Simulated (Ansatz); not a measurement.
`F[Si]Cl` + CH₃OH → `CO[Si]F` + HCl at 298.15 K and 1 bar (ligand exchange at the Si–Cl bond).

Gas-phase electronic energies from Ansatz, PBE0-D4/def2-TZVP geometries. CCSD(T)/CBS adds triple-zeta CCSD(T) − MP2 to the extrapolated MP2 energy (def2 sets, frozen cores). This one scheme is used for every species. One conformer a species, not always the lowest.

| species | CCSD(T)/CBS energy (Eh) | H − E (kJ/mol) | S (J/(mol·K)) |
| --- | --- | --- | --- |
| `F[Si]Cl` | -848.72390 | 21.7 | 275.4 |
| CH₃OH | -115.61712 | 146.3 | 238.2 |
| `CO[Si]F` | -503.96814 | 134.5 | 307.8 |
| HCl | -460.38127 | 26.6 | 186.8 |

H − E and S are ideal-gas, rigid-rotor, harmonic terms from PBE0-D4/def2-TZVP, for one conformer and one mirror image of each species. 1 Eh = 2625.50 kJ/mol, R = 8.31446 J/(mol·K).

By hand: ΔE, ΔH, ΔS and ΔG.

ΔE = (-503.96814) + (-460.38127) − (-848.72390) − (-115.61712) = -0.00839 Eh = -22.0 kJ/mol. Δ(H − E) = 134.5 + 26.6 − 21.7 − 146.3 = -6.9, so ΔH = -28.9 kJ/mol. ΔS = 307.8 + 186.8 − 275.4 − 238.2 = -19.0 J/(mol·K). ΔG = -28.9 − 298.15 × (-19.0)/1000 = -23.2 kJ/mol.

By hand: the equilibrium constant, and the temperature at which ΔG would vanish if ΔH and ΔS stayed fixed.

log₁₀ K = −ΔG/(RT ln 10) = 4.1. ΔG = 0 at ΔH/ΔS = 1521 K, though so small a ΔS makes that figure unsure.

ΔH outweighs TΔS. A doubt of 5 kJ/mol in ΔE shifts log₁₀ K by 0.9 here. Other conformers and mirror images would add mixing entropy, several J/(mol·K) or more a flexible species. These are equilibria of isolated gas molecules and say nothing of rates. Largest T1 diagnostic: 0.014 (customary marks: 0.02 for closed shells, 0.045 for open ones).
